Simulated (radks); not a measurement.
Problem. Species: Ti6+. Configuration: [Ne] 3s2 3p4 (the NIST ground configuration). Method: Dirac Kohn-Sham, BLYP, spin-unpolarised, spherical densities, point nucleus; open shells fill j = l - 1/2 first; computed with a radial shooting solver on a logarithmic mesh with Libxc functionals.

Spin-orbit splittings of the eigenvalues, e(l+1/2) - e(l-1/2), with zeta = 2 splitting/(2l+1) and mean radii in bohr:

| shell | occ. | splitting (eV) | zeta (eV) | <r> j=l-1/2 | <r> j=l+1/2 |
|---|---|---|---|---|---|
| 2p | 6 | 5.810 | 3.874 | 0.2871 | 0.2898 |
| 3p | 4 | 0.8484 | 0.5656 | 0.9628 | 0.9684 |
| 3d | 0 | ? | ? | 0.9985 | 0.9999 |

Estimate the 3d splitting.

Solution. 0.1022 eV (zeta = 0.04090 eV).
